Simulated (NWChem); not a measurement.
Everything below was run with NWChem. System: Cl2Ge, charge 0, spin multiplicity 1, at a geometry optimised with PBE/def2-SVP. The structure started from a generated list of species. Level: TD-B3LYP/def2-SVPD, VWN1-RPA local correlation.

Job file:

```
start mol
memory heap 200 mb stack 900 mb global 1100 mb
geometry units angstroms nocenter noautoz
  Ge     0.000000     0.000000    -0.724965
  Cl    -1.709847     0.000000     0.682320
  Cl     1.709847     0.000000     0.682320
  symmetry group C2v
end
basis spherical
  * library def2-svpd
end
dft
  xc b3lyp
  semidirect memsize 60000000 filesize 0
  iterations 100
end
tddft
  rpa
  nroots 8
  notriplet
  thresh 1e-4
end
task tddft energy
```

NWChem printed:

```
             Northwest Computational Chemistry Package (NWChem) 7.3.0
             --------------------------------------------------------

                                NWChem Input Module
                                -------------------

 Scaling coordinates for geometry "geometry" by  1.889725989
 (inverse scale =  0.529177249)

 Turning off AUTOSYM since
 SYMMETRY directive was detected!

                             Geometry "geometry" -> ""
                             -------------------------

 Output coordinates in angstroms (scale by  1.889725989 to convert to a.u.)

  No.       Tag          Charge          X              Y              Z
 ---- ---------------- ---------- -------------- -------------- --------------
    1 Ge                  32.0000     0.00000000     0.00000000    -0.72496500
    2 Cl                  17.0000    -1.70984700     0.00000000     0.68232000
    3 Cl                  17.0000     1.70984700     0.00000000     0.68232000

 Effective nuclear repulsion energy (a.u.)     304.7092017093

            Nuclear Dipole moment (a.u.)
            ----------------------------
        X                 Y               Z
 ---------------- ---------------- ----------------
     0.0000000000     0.0000000000     0.0000000000

      Symmetry information
      --------------------

 Group name             C2v
 Group number             16
 Group order               4
 No. of unique centers     2

      Symmetry unique atoms

     1    2


 Summary of "ao basis" -> "" (spherical)
 ------------------------------------------------------------------------------
       Tag                 Description            Shells   Functions and Types
 ---------------- ------------------------------  ------  ---------------------
 *                         def2-svpd                  on all atoms

                                 NWChem DFT Module
                                 -----------------

 Summary of "ao basis" -> "ao basis" (spherical)
 ------------------------------------------------------------------------------
       Tag                 Description            Shells   Functions and Types
 ---------------- ------------------------------  ------  ---------------------
 Ge                        def2-svpd                14       38   6s4p4d
 Cl                        def2-svpd                11       27   5s4p2d

 Summary of "ao basis" -> "ao basis" (spherical)
 ------------------------------------------------------------------------------
       Tag                 Description            Shells   Functions and Types
 ---------------- ------------------------------  ------  ---------------------
 Ge                        def2-svpd                14       38   6s4p4d
 Cl                        def2-svpd                11       27   5s4p2d

      Symmetry analysis of basis
      --------------------------

        a1         37
        a2         12
        b1         27
        b2         16

            General Information
            -------------------
          SCF calculation type: DFT
          Wavefunction type:  closed shell.
          No. of atoms     :     3
          No. of electrons :    66
           Alpha electrons :    33
            Beta electrons :    33
          Charge           :     0
          Spin multiplicity:     1
          Use of symmetry is: off; symmetry adaption is: on
          Maximum number of iterations: 100
          AO basis - number of functions:    92
                     number of shells:    36
          Convergence on energy requested:  1.00D-06
          Convergence on density requested:  1.00D-05
          Convergence on gradient requested:  5.00D-04

              XC Information
              --------------
                         B3LYP Method XC Potential
                     Hartree-Fock (Exact) Exchange  0.200
                        Slater Exchange Functional  0.800 local
                    Becke 1988 Exchange Functional  0.720 non-local
              Lee-Yang-Parr Correlation Functional  0.810
                  VWN I RPA Correlation Functional  0.190 local

             Grid Information
             ----------------
          Grid used for XC integration:  medium
          Radial quadrature: Mura-Knowles
          Angular quadrature: Lebedev.
          Tag              B.-S. Rad. Rad. Pts. Rad. Cut. Ang. Pts.
          ---              ---------- --------- --------- ---------
          Ge                  1.25      112          11.0       590
          Cl                  1.00       88          13.0       590
          Grid pruning is: on
          Number of quadrature shells:   288
          Spatial weights used:  Erf1

          Convergence Information
          -----------------------
          Convergence aids based upon iterative change in
          total energy or number of iterations.
          Levelshifting, if invoked, occurs when the
          HOMO/LUMO gap drops below (HL_TOL):  1.00D-02
          DIIS, if invoked, will attempt to extrapolate
          using up to (NFOCK): 10 stored Fock matrices.

                    Damping( 0%)  Levelshifting(0.5)       DIIS
                  --------------- ------------------- ---------------
          dE  on:    start            ASAP                start
          dE off:    2 iters        100 iters           100 iters

      Screening Tolerance Information
      -------------------------------
          Density screening/tol_rho:  1.00D-10
          AO Gaussian exp screening on grid/accAOfunc:  14
          CD Gaussian exp screening on grid/accCDfunc:  20
          XC Gaussian exp screening on grid/accXCfunc:  20
[...]
    1      8       0     0.24E+00   0.10+100        6.3
    2     24       0     0.81E-01   0.37E-01        9.9
    3     40       0     0.24E-01   0.37E-02       10.2
    4     56       0     0.67E-02   0.35E-03        9.6
    5     72       1     0.24E-02   0.22E-04       10.2
    6     86       4     0.11E-02   0.21E-05        8.9
    7     94       6     0.44E-03   0.28E-06        6.4
    8     98       6     0.15E-03   0.36E-07        5.2
    9    102       8     0.60E-04   0.36E-08        5.3
  ----  ------  ------  ---------  ---------  ---------
  Convergence criterion met

  Ground state a1      -2997.031149720121 a.u.

  ----------------------------------------------------------------------------
  Root   1 singlet b2             0.139734452 a.u.                3.8024 eV
  ----------------------------------------------------------------------------
     Transition Moments    X -0.00000   Y -0.40690   Z  0.00000
     Transition Moments   XX -0.00000  XY -0.00000  XZ  0.00000
     Transition Moments   YY  0.00000  YZ  2.14601  ZZ -0.00000
     Dipole Oscillator Strength                    0.0154239682
     Electric Quadrupole                           0.0000000669
     Magnetic Dipole                               0.0000024558
     Total Oscillator Strength                     0.0154264909

          sigma_e =   1.8015 Angstrom
          sigma_h =   2.0794 Angstrom
         |d_h->e| =   0.6551 Angstrom
            d_exc =   2.8068 Angstrom
            d_CD1 =   0.9331 Angstrom
            d_CD2 =  -1.2853 Angstrom
            d_CD3 =   3.4619 Angstrom
     Pearson C.C. =   0.0161

     Occ.   27  a1  ---  Virt.   34  b2  -0.07127 X
     Occ.   29  a1  ---  Virt.   34  b2   0.09866 X
     Occ.   33  a1  ---  Virt.   34  b2   0.99433 X
     Occ.   33  a1  ---  Virt.   34  b2  -0.06866 Y
  ----------------------------------------------------------------------------
  Root   2 singlet a2             0.152279170 a.u.                4.1437 eV
  ----------------------------------------------------------------------------
     Transition Moments    X -0.00000   Y  0.00000   Z -0.00000
     Transition Moments   XX  0.00000  XY -0.19655  XZ -0.00000
     Transition Moments   YY -0.00000  YZ  0.00000  ZZ  0.00000
     Dipole Oscillator Strength                    0.0000000000
     Electric Quadrupole                           0.0000000007
     Magnetic Dipole                               0.0000002653
     Total Oscillator Strength                     0.0000002660

          sigma_e =   1.7794 Angstrom
          sigma_h =   2.0530 Angstrom
         |d_h->e| =   1.1962 Angstrom
            d_exc =   2.9492 Angstrom
            d_CD1 =   1.4698 Angstrom
            d_CD2 =  -0.7200 Angstrom
            d_CD3 =   4.1455 Angstrom
     Pearson C.C. =   0.0156

     Occ.   32  b1  ---  Virt.   34  b2  -0.99942 X
  ----------------------------------------------------------------------------
  Root   3 singlet b1             0.179696861 a.u.                4.8898 eV
  ----------------------------------------------------------------------------
     Transition Moments    X  0.51947   Y -0.00000   Z  0.00000
     Transition Moments   XX -0.00000  XY  0.00000  XZ  1.46255
     Transition Moments   YY  0.00000  YZ  0.00000  ZZ -0.00000
     Dipole Oscillator Strength                    0.0323276799
     Electric Quadrupole                           0.0000000661
     Magnetic Dipole                               0.0000000060
     Total Oscillator Strength                     0.0323277520

          sigma_e =   1.8156 Angstrom
          sigma_h =   2.0243 Angstrom
         |d_h->e| =   1.1955 Angstrom
            d_exc =   2.9599 Angstrom
            d_CD1 =   1.4042 Angstrom
            d_CD2 =  -0.7245 Angstrom
            d_CD3 =   4.1555 Angstrom
     Pearson C.C. =   0.0085

     Occ.   28  b1  ---  Virt.   35  a1   0.06979 X
     Occ.   31  a2  ---  Virt.   34  b2  -0.96683 X
     Occ.   32  b1  ---  Virt.   35  a1  -0.13343 X
     Occ.   33  a1  ---  Virt.   36  b1   0.19690 X
  ----------------------------------------------------------------------------
  Root   4 singlet b2             0.194658883 a.u.                5.2969 eV
  ----------------------------------------------------------------------------
     Transition Moments    X  0.00000   Y  0.26694   Z -0.00000
     Transition Moments   XX -0.00000  XY  0.00000  XZ  0.00000
     Transition Moments   YY -0.00000  YZ -1.22136  ZZ  0.00000
     Dipole Oscillator Strength                    0.0092472092
     Electric Quadrupole                           0.0000000586
     Magnetic Dipole                               0.0000005255
     Total Oscillator Strength                     0.0092477933

          sigma_e =   1.7816 Angstrom
          sigma_h =   1.9945 Angstrom
         |d_h->e| =   0.8829 Angstrom
            d_exc =   2.8049 Angstrom
            d_CD1 =   1.0958 Angstrom
            d_CD2 =  -1.0052 Angstrom
            d_CD3 =   3.6878 Angstrom
     Pearson C.C. =   0.0090

     Occ.   27  a1  ---  Virt.   34  b2   0.05631 X
     Occ.   29  a1  ---  Virt.   34  b2   0.99316 X
     Occ.   33  a1  ---  Virt.   34  b2  -0.09632 X
  ----------------------------------------------------------------------------
  Root   5 singlet a1             0.204450780 a.u.                5.5634 eV
  ----------------------------------------------------------------------------
     Transition Moments    X -0.00000   Y -0.00000   Z -0.17187
     Transition Moments   XX -1.54689  XY  0.00000  XZ -0.00000
     Transition Moments   YY  0.88783  YZ -0.00000  ZZ -0.99955
     Dipole Oscillator Strength                    0.0040260915
     Electric Quadrupole                           0.0000000743
     Magnetic Dipole                               0.0000000000
     Total Oscillator Strength                     0.0040261658

          sigma_e =   1.8395 Angstrom
          sigma_h =   1.9760 Angstrom
         |d_h->e| =   1.0176 Angstrom
            d_exc =   2.8931 Angstrom
            d_CD1 =   1.1541 Angstrom
            d_CD2 =  -0.8902 Angstrom
            d_CD3 =   3.9107 Angstrom
     Pearson C.C. =  -0.0064

     Occ.   28  b1  ---  Virt.   36  b1   0.09754 X
     Occ.   29  a1  ---  Virt.   35  a1  -0.09330 X
     Occ.   30  b2  ---  Virt.   34  b2  -0.94428 X
     Occ.   32  b1  ---  Virt.   36  b1   0.06306 X
     Occ.   33  a1  ---  Virt.   35  a1   0.28403 X
  ----------------------------------------------------------------------------
  Root   6 singlet a2             0.227908385 a.u.                6.2017 eV
  ----------------------------------------------------------------------------
     Transition Moments    X  0.00000   Y  0.00000   Z  0.00000
     Transition Moments   XX  0.00000  XY -1.03638  XZ -0.00000
     Transition Moments   YY  0.00000  YZ  0.00000  ZZ -0.00000
     Dipole Oscillator Strength                    0.0000000000
     Electric Quadrupole                           0.0000000677
     Magnetic Dipole                               0.0000032226
     Total Oscillator Strength                     0.0000032903

          sigma_e =   1.7649 Angstrom
          sigma_h =   1.9828 Angstrom
         |d_h->e| =   1.0652 Angstrom
            d_exc =   2.8513 Angstrom
            d_CD1 =   1.2830 Angstrom
            d_CD2 =  -0.8087 Angstrom
            d_CD3 =   3.9165 Angstrom
     Pearson C.C. =   0.0073

     Occ.   28  b1  ---  Virt.   34  b2   0.99819 X
  ----------------------------------------------------------------------------
  Root   7 singlet a1             0.236815691 a.u.                6.4441 eV
  ----------------------------------------------------------------------------
     Transition Moments    X -0.00000   Y -0.00000   Z  1.04017
     Transition Moments   XX  3.59473  XY -0.00000  XZ  0.00000
     Transition Moments   YY -0.07332  YZ  0.00000  ZZ -3.16816
     Dipole Oscillator Strength                    0.1708160722
     Electric Quadrupole                           0.0000008106
     Magnetic Dipole                               0.0000000000
     Total Oscillator Strength                     0.1708168828

          sigma_e =   2.3531 Angstrom
          sigma_h =   2.0673 Angstrom
         |d_h->e| =   0.7979 Angstrom
            d_exc =   3.1765 Angstrom
            d_CD1 =   1.0837 Angstrom
            d_CD2 =  -1.4123 Angstrom
            d_CD3 =   3.9745 Angstrom
     Pearson C.C. =   0.0367

     Occ.   28  b1  ---  Virt.   36  b1  -0.11466 X
     Occ.   29  a1  ---  Virt.   35  a1   0.16827 X
     Occ.   30  b2  ---  Virt.   34  b2   0.23154 X
     Occ.   32  b1  ---  Virt.   36  b1  -0.20769 X
     Occ.   33  a1  ---  Virt.   35  a1   0.92164 X
     Occ.   33  a1  ---  Virt.   37  a1   0.07359 X
     Occ.   33  a1  ---  Virt.   49  a1   0.05790 X
  ----------------------------------------------------------------------------
  Root   8 singlet b1             0.241543814 a.u.                6.5727 eV
  ----------------------------------------------------------------------------
     Transition Moments    X  0.52891   Y  0.00000   Z  0.00000
     Transition Moments   XX  0.00000  XY  0.00000  XZ -0.04796
     Transition Moments   YY -0.00000  YZ -0.00000  ZZ -0.00000
     Dipole Oscillator Strength                    0.0450480593
     Electric Quadrupole                           0.0000000002
     Magnetic Dipole                               0.0000024961
     Total Oscillator Strength                     0.0450505555

          sigma_e =   2.2958 Angstrom
          sigma_h =   2.0817 Angstrom
         |d_h->e| =   0.8792 Angstrom
            d_exc =   3.1403 Angstrom
            d_CD1 =   1.0933 Angstrom
            d_CD2 =  -1.3096 Angstrom
            d_CD3 =   4.0195 Angstrom
     Pearson C.C. =   0.0540

     Occ.   28  b1  ---  Virt.   35  a1   0.05626 X
     Occ.   29  a1  ---  Virt.   36  b1  -0.11243 X
     Occ.   31  a2  ---  Virt.   34  b2  -0.05268 X
     Occ.   32  b1  ---  Virt.   35  a1  -0.66742 X
     Occ.   32  b1  ---  Virt.   37  a1   0.05146 X
     Occ.   33  a1  ---  Virt.   36  b1  -0.72510 X

              Target root =      1
          Target symmetry = none
      Ground state energy =  -2997.031149720121
        Excitation energy =      0.139734451520
     Excited state energy =  -2996.891415268601

  stored tddft:energy   -2996.8914152686011

 Task  times  cpu:       75.5s     wall:       75.5s

 Total times  cpu:       75.5s     wall:       75.5s
```
